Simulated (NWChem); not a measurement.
System: CH₄F₂O₂Si; SMILES O[SiH](O)C(F)F

The following NWChem deck was run.

```
start job
memory heap 200 mb stack 900 mb global 1100 mb
geometry units angstroms noautosym nocenter noautoz
  O     -1.372866    -0.966244     0.740516
  Si    -0.214432    -0.831635    -0.434587
  O      1.044043    -1.859277    -0.163664
  C      0.354221     1.000149    -0.324182
  F      1.159695     1.152846     0.765199
  F     -0.765544     1.763972    -0.115243
  H     -1.765892    -0.129838     1.014567
  H     -0.708212    -1.146528    -1.795423
  H      1.457078    -1.824086     0.705161
  H      0.885286     1.422892    -1.196689
end
basis spherical
  O library 6-31g*
  Si library 6-31g*
  C library 6-31g*
  F library 6-31g*
  H library 6-31g*
end
dft
  xc pbe0
  iterations 150
end
cosmo
  do_cosmo_smd true
  solvent dcm
end
task dft energy
```

Structure relaxed at the PBE0/def2-SVP level. Solvent: dichloromethane.

Level: PBE0/6-31G* with SMD (1 M gas to 1 M solution), gas-phase geometry. Reactions with the solvent are ignored.

**Question.** Give the results of this calculation. (PBE0/6-31G* (spherical d), SMD on the gas-phase geometry.) Quantities: solvation free energy (kcal/mol); cavity-dispersion-structure term (kcal/mol); dipole in solution (D).

**Answer.** 
| Quantity | Value |
|---|---|
| solvation free energy (kcal/mol) | -6.4 |
| cavity-dispersion-structure term (kcal/mol) | 0.1 |
| dipole in solution (D) | 1.20 |
